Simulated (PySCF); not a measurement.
C₃H₃BF₂O, SMILES FB(F)C1=CCO1.

Geometry optimised at PBE-D3(BJ)/def2-SVP. The structure was generated by enumeration, and PubChem lists no compound with its InChIKey, so it may never have been made. One conformer was computed; it need not be the lowest.

Calculation: r2SCAN/def2-TZVP run with PySCF.

Symmetry labels are those of the subgroup Cs that the program uses (full group Cs).

Problem. List the valence orbital energies around the gap with their symmetry. (Estimate from the structure and the level; the computed values follow.)

Solution. 
| orbital | symmetry | energy (eV) |
|---|---|---|
| HOMO−7 | A' | -12.13 |
| HOMO−6 | A' | -11.15 |
| HOMO−5 | A" | -10.92 |
| HOMO−4 | A' | -10.40 |
| HOMO−3 | A' | -8.98 |
| HOMO−2 | A' | -8.70 |
| HOMO−1 | A" | -8.65 |
| HOMO | A" | -6.15 |
| LUMO | A" | -2.34 |
| LUMO+1 | A' | 0.71 |
| LUMO+2 | A' | 1.16 |
| LUMO+3 | A' | 1.67 |
